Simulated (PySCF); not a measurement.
Isomers of C8H7FO, one GFN2-xTB conformer each. Single-point energies are computed at PBE0/pcSseg-1 (PySCF, gas phase, no added dispersion term), electronic only.

```tsv
SMILES	GFN2-xTB relative energy (kcal/mol)
CC(=O)c1ccc(F)cc1	8.0
O=C[C@@]12C=C[C@@H](C1)C(F)=C2	46.9
Cc1ccccc1C(=O)F	0.0
CC(=O)c1cccc(F)c1	8.2
```

Conformers: `[CH3:1][C:2](=[O:3])[c:4]1[cH:5][cH:6][c:7]([F:8])[cH:9][cH:10]1` with C1–C2–C4–C5 179°; `[O:1]=[CH:2][C@@:3]12[CH:4]=[CH:5][C@@H:6]([CH2:7]1)[C:8]([F:9])=[CH:10]2` with O1–C2–C3–C4 -111°; `[CH3:1][c:2]1[cH:3][cH:4][cH:5][cH:6][c:7]1[C:8](=[O:9])[F:10]` with C6–C7–C8–O9 0°; `[CH3:1][C:2](=[O:3])[c:4]1[cH:5][cH:6][cH:7][c:8]([F:9])[cH:10]1` with C1–C2–C4–C5 180°.

**Question.** What does PBE0/pcSseg-1 give for the same structures?

**Answer.** 
```json
{"SMILES": "Cc1ccccc1C(=O)F", "PBE0/pcSseg-1 E (Eh)": "-483.55880", "PBE0/pcSseg-1 (kcal/mol)": "0.0", "GFN2-xTB (kcal/mol)": "0.0", "point group": "Cs"}
{"SMILES": "CC(=O)c1ccc(F)cc1", "PBE0/pcSseg-1 E (Eh)": "-483.53976", "PBE0/pcSseg-1 (kcal/mol)": "11.9", "GFN2-xTB (kcal/mol)": "8.0", "point group": "–"}
{"SMILES": "CC(=O)c1cccc(F)c1", "PBE0/pcSseg-1 E (Eh)": "-483.53854", "PBE0/pcSseg-1 (kcal/mol)": "12.7", "GFN2-xTB (kcal/mol)": "8.2", "point group": "Cs"}
{"SMILES": "O=C[C@@]12C=C[C@@H](C1)C(F)=C2", "PBE0/pcSseg-1 E (Eh)": "-483.44463", "PBE0/pcSseg-1 (kcal/mol)": "71.6", "GFN2-xTB (kcal/mol)": "46.9", "point group": "C1"}
```

Both levels put the same isomer lowest; measured from each level's own lowest isomer, the values differ by up to 24.7 kcal/mol (O=C[C@@]12C=C[C@@H](C1)C(F)=C2: 46.9 against 71.6). As drawn, the lowest has an aromatic ring, which the highest lacks; the highest has a C=C bond outside aromatic rings and a quaternary carbon, which the lowest lacks. Neighbours under 2.5 kcal/mol apart (CC(=O)c1ccc(F)cc1 and CC(=O)c1cccc(F)c1) can change places with a better method, another conformer or zero-point energy.

**Question.** Which frontier levels, dipoles and rotational constants go with these structures?

**Answer.** 
```json
{"SMILES": "Cc1ccccc1C(=O)F", "HOMO (eV, PBE0/pcSseg-1)": "-7.71", "LUMO (eV)": "-1.94", "dipole (D)": "3.92", "A, B, C (MHz)": "2275, 1199, 789.1"}
{"SMILES": "CC(=O)c1ccc(F)cc1", "HOMO (eV, PBE0/pcSseg-1)": "-7.50", "LUMO (eV)": "-1.71", "dipole (D)": "2.43", "A, B, C (MHz)": "3702, 781.1, 647.6"}
{"SMILES": "CC(=O)c1cccc(F)c1", "HOMO (eV, PBE0/pcSseg-1)": "-7.56", "LUMO (eV)": "-1.90", "dipole (D)": "1.51", "A, B, C (MHz)": "2558, 943.1, 692.0"}
{"SMILES": "O=C[C@@]12C=C[C@@H](C1)C(F)=C2", "HOMO (eV, PBE0/pcSseg-1)": "-6.85", "LUMO (eV)": "-0.96", "dipole (D)": "1.95", "A, B, C (MHz)": "2745, 1076, 950.8"}
```
